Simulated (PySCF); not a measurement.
# How methods differ on the excitation energy of Al+

Al+ [Ne] 3s2 (1S) → Al+ [Ne] 3p2 (3P), as a difference of total energies. All numbers are calculated (PySCF 2.14, no relativity, point nucleus, in aug-cc-pwCVQZ (10s9p7d5f3g, 134 functions)). Correlated levels: valence: [Ne] frozen; valence and next inner shell: 1s2 frozen; nothing frozen. The calculations carry no spin-orbit coupling.

```csv
method,excitation energy (cm⁻¹),error (cm⁻¹)
UHF,85630,-8578
LDA,85387,-8821
PBE,83562,-10646
PBE0,85114,-9094
r2SCAN,81889,-12319
B97-3,87822,-6386
LC-wPBE,87301,-6907
r2SCAN0,84232,-9976
MP2 (valence),90727,-3480
SCS-MP2 (valence),92944,-1264
MP2 (valence and next inner shell),92535,-1673
SCS-MP2 (valence and next inner shell),94321,+113
MP2 (all electrons),92463,-1744
SCS-MP2 (all electrons),94280,+72
```

Reference: 94208 cm⁻¹ (measured; NIST levels, between the centres of gravity of the two terms).
